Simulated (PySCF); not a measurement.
# Dipole moment and polarisability of `CC#C[SiH2]Cl`

Species: C3H5ClSi.
SMILES with atom numbers: `[CH3:1][C:2]#[C:3][SiH2:4][Cl:5]` (hydrogens: H6, H7, H8 on C1; H9, H10 on Si4)

Geometry (GFN2-xTB, Å), atoms numbered from 1 in this order:
```
atom  x, y, z in Å
C1    -2.2342    0.2340    0.2126
C2    -0.8099    0.0786    0.0323
C3     0.3784   -0.0524   -0.1245
Si4    2.1963   -0.2479   -0.3384
Cl5    3.0847   -0.0532    1.4735
H6    -2.4365    0.7590    1.1460
H7    -2.6531    0.8066   -0.6148
H8    -2.7134   -0.7444    0.2456
H9     2.4921   -1.5858   -0.8461
H10    2.7043    0.8100   -1.2086
```

Level: CAM-B3LYP/def2-SVPD (PySCF), static field, nuclei fixed, core orbitals frozen in the response. The polarisability tensor in these axes (au):

```
x   101.79  -3.85   1.04
y    -3.85  57.90   1.06
z     1.04   1.06  65.04
```

Task: Diagonalise the tensor; give its mean and Δα, where Δα² is half the sum of the squared differences of the eigenvalues.

Result: Principal values 57.39, 65.19 and 102.15 au; mean 74.91 au = 11.10 Å³ = 12.35 × 10⁻⁴⁰ C²·m²/J; Δα = 41.42 au (55 % of the mean).

Task: What is the dipole moment, and where does it point?

Result: (-2.24, 0.05, -0.97) D, 2.44 D in size, pointing from the negative to the positive side. Measured along this direction, the outermost atoms are Cl5 at the negative end and H7 at the positive end.

Task: Along which axes do the principal values lie, and how far do the nuclei extend along each?

Result: Largest value along (1.00, -0.09, 0.03), where the nuclei span 5.84 Å; middle along (-0.01, 0.15, 0.99), 2.52 Å; least along (0.09, 0.98, -0.15), 2.43 Å. 

Task: Form Σ f/ω² (atomic units) for the 8 lowest TDDFT singlets, given as eV and f, and set it beside the mean polarisability, which is this sum over all singlets: 5.84, 0.0001; 6.17, 0.0080; 6.28, 0.0003; 7.35, 0.0032; 7.42, 0.0114; 7.53, 0.0083; 7.77, 0.0951; 8.08, 0.6400.

Result: They add up to 8.89 au, 11.9 % of the 74.91 au; the largest single term is 7.25 au, from the state at 8.08 eV. Terms in order: 0.00, 0.16, 0.01, 0.04, 0.15, 0.11, 1.17, 7.25 au. Higher excitations give the rest. The strengths listed sum to 0.766.

Task: What would n − 1 = 2πNα be for an ideal gas of these molecules at 273.15 K and 1 atm, electronic part alone?

Result: N = p/kT = 2.6868 × 10¹⁹ cm⁻³, so n − 1 = 2π × N × 11.10 × 10⁻²⁴ cm³ = 1874 × 10⁻⁶ at long wavelengths, for an ideal gas.

Task: Estimate the molar refractivity from the static electronic polarisability.

Result: Lorentz–Lorenz: R = (4π/3)N_A α = 2.5225 cm³/(mol·Å³) × 11.10 Å³ = 28.0 cm³/mol, in the limit of long wavelengths.

Task: Find the Langevin capture rate constant for O2+ (31.990 u) meeting this molecule (103.985 u), k = 2.342 × 10⁻⁹ cm³/s × √(α in Å³ / reduced mass in u).

Result: The reduced mass is 24.46 u, so k = 1.58 × 10⁻⁹ cm³/s. The formula leaves out the permanent dipole, which adds to the capture rate.

Geometry: GFN2-xTB; no solvent, vibrations or thermal averaging.
